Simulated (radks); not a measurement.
Values are calculated unless marked as measured or tabulated.
Question: Species: Xe II. Configuration: [Kr] 4d10 5s2 5p4 4f1 (not the ground configuration). Code: a radial shooting solver on a logarithmic mesh with Libxc functionals. Model: scalar-relativistic Kohn-Sham, SCAN, spin-polarised, spherical densities, finite nucleus; open shells are filled with parallel spins first (spin-orbit coupling, left out, can overturn this in heavy ions); meta-GGA in the generalised Kohn-Sham scheme; Fermi nuclear charge, rms radius 4.7859 fm. Some entries of the table are withheld. Estimate them.

orbital,occ.,eigenvalue (eV),<r> (bohr)
1s up,1,-34447.46,0.02666
1s down,1,-34447.36,0.02666
2s up,1,-5393.628,0.1145
2s down,1,-5393.585,0.1145
2p up,3,-4837.561,0.1003
2p down,3,-4837.476,0.1003
3s up,1,-1124.164,0.3057
3s down,1,-1124.092,0.3057
3p up,3,-943.0841,0.3040
3p down,3,-942.9854,0.3040
3d up,5,-675.4309,0.2809
3d down,5,-675.3214,0.2809
4s up,1,-219.1066,0.7170
4s down,1,-218.8803,0.7173
4p up,3,(1),0.7649
4p down,3,(2),0.7648
4d up,5,-77.2433,0.8771
4d down,5,-76.9083,0.8740
5s up,1,-36.4275,(3)
5s down,1,-34.1740,(4)
5p up,3,-23.3888,(5)
5p down,1,-21.1673,(6)
4f up,1,-2.4401,7.322

Answer: 
(1) 4p up eigenvalue (eV): -161.4298
(2) 4p down eigenvalue (eV): -161.2158
(3) 5s up <r> (bohr): 1.801
(4) 5s down <r> (bohr): 1.792
(5) 5p up <r> (bohr): 2.093
(6) 5p down <r> (bohr): 2.106
